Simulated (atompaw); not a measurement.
# PBE PAW (atompaw) dataset for As (Z = 33), non-relativistic all-electron reference.

The input file (atompaw 4.2.0.5):

```
As 33
GGA-PBE loggrid 1500 logderivrange -3 5 201
4 4 3 0 0 0
4 1 2.5
0 0 0
c
c
c
v
c
c
v
c
1
2.30 1.75 1.90 2.15
y
-0.05
n
y
1.35
n
custom polynom vanderbiltortho gaussian
bessel
2.30
2.30
2.30
2.30
PWSCFOUT
UPFDX 0.0125d0 UPFXMIN -7.d0 UPFZMESH 33.d0
END
```

Command:

```bash
atompaw < As.input > As.log
```

Output (summary file):

```
Completed calculations for As (AE)

 Exchange-correlation type: GGA, Perdew-Burke-Ernzerhof

 Radial integration grid is logarithmic
 r0 =   2.5579037E-04 h =   8.4410822E-03   n =      1500 rmax =   8.0000000E+01

 Non-relativistic calculation

 AEatom converged in  38 iterations
   nz     =  33.00
   delta  =       8.324497782971E-17

 All Electron Orbital energies:
  n  l      occupancy      energy
  1  0      2.0000000E+00 -8.4849176E+02
  2  0      2.0000000E+00 -1.0669312E+02
  3  0      2.0000000E+00 -1.3858233E+01
  4  0      2.0000000E+00 -1.3433056E+00
  2  1      6.0000000E+00 -9.5445668E+01
  3  1      6.0000000E+00 -1.0061355E+01
  4  1      2.5000000E+00 -6.7055628E-01
  3  2      1.0000000E+01 -3.4059495E+00

 Total energy
   Total                    :    -4470.67652547376565

 ---
 Completed calculations for As (SC)

 Exchange-correlation type: GGA, Perdew-Burke-Ernzerhof

 Radial integration grid is logarithmic
 r0 =   2.5579037E-04 h =   8.4410822E-03   n =      1500 rmax =   8.0000000E+01

 Non-relativistic calculation

 SCatom converged in   1 iterations
   nz     =  33.00
   delta  =       3.947094872572E-17

 Valence Electron Orbital energies:
  n  l      occupancy      energy
   4  0      2.0000000E+00 -1.3433056E+00
   4  1      2.5000000E+00 -6.7055628E-01

 Total energy
   Total                    :    -4470.67652547289617
   Valence                  :     -173.35289699017358

 PAW parameters:
       lmax =            1
         rc =    2.3086536880942030
        irc =         1080
   rc_shape =    1.7621163291561448
    rc_vloc =    1.9012202276975163
    rc_core =    2.1578840562795722
   Vloc: truncated form - Vps(r)=A.sin(qr)/r for r<rc
   Projector type: polynomial pseudization + Vanderbilt ortho.
   Gaussian compensation charge shape with gausstol =   1.0000E-04

 Number of basis functions     4
 No.   n  nodes  l      Energy         Cp coeff         Occ
  1    4    3    0   -0.1343306E+01  0.1183842E+03  0.2000000E+01
  2  999    4    0   -0.5000000E-01  0.1093305E-01  0.0000000E+00
  3    4    2    1   -0.6705563E+00  0.1390900E+03  0.2500000E+01
  4  999    3    1    0.1350000E+01  0.2136024E+00  0.0000000E+00

 Eigenvalues of overlap operator (in the basis of projectors):
    1        7.19268156E-05
    2        6.99627519E-03
    3        2.71953750E+01
    4        3.52697840E+01

 Orbital leakage outside PAW augmentation regions
   orb  is_core?  %out_of_sphere
   1 0    T          -0.00
   2 0    T          -0.00
   3 0    T           0.00
   4 0    F          26.50
   2 1    T          -0.00
   3 1    T           0.00
   4 1    F          48.41
   3 2    T           0.17

 Summary of PAW energies
   Total valence energy     :   -173.35289725304463
   Smooth energy            :     27.91005645675446
   One center               :   -201.26295370979909
   Smooth kinetic           :      4.17183432383642
   Vloc energy              :      4.00355831433328
   Smooth exch-corr         :     -3.59101452767457
   One-center xc            :   -161.42009480001218

  Detected negative values for pseudo core + nhat
    which may cause trouble
  Please try reducing rc_core and or adjusting compensation charge shape
```

The run took about 0.8 s on one core of a shared server CPU.
